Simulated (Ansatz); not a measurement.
Species: C2H8GeN, net charge 0, doublet state. SMILES: [N]([GeH3])(C)[CH2]
Geometry: optimised at B3LYP-D3(BJ)/def2-TZVP (Ansatz, a quantum-chemistry and plane-wave program).

Quantity: atomisation energy, in kcal/mol. Terms: non-relativistic; atomisation electronic, to ground-state atoms; UHF or UKS for open shells; six Cartesian d functions in 6-31G* and its kin unless marked 5d; LANL2DZ with its own core potentials from Na on; spin-orbit terms left out; frozen cores in correlated levels (noble-gas shells and the d and f shells of earlier blocks). First-principles rows: single points at B3LYP-D3(BJ) geometries (Ansatz).

```
level                            program  atomisation energy (kcal/mol)
-------------------------------  -------  -----------------------------
MP2/STO-3G                        Ansatz                          995.5
MP2/3-21G                         Ansatz                          808.4
MP2/LANL2DZ                       Ansatz                          787.9
MP2/6-31G*                        Ansatz                          847.4
MP2/6-31G* with LANL2DZ past Ar   Ansatz                          840.6
```

No value to compare with is used here. The 5 habitual levels span 787.9 (MP2/LANL2DZ) to 995.5 kcal/mol (MP2/STO-3G).

The sets are all those run for this method; left out are runs that failed, that the program found above a lower state of the same kind, or whose <S^2> lies over 0.5 above the pure value.
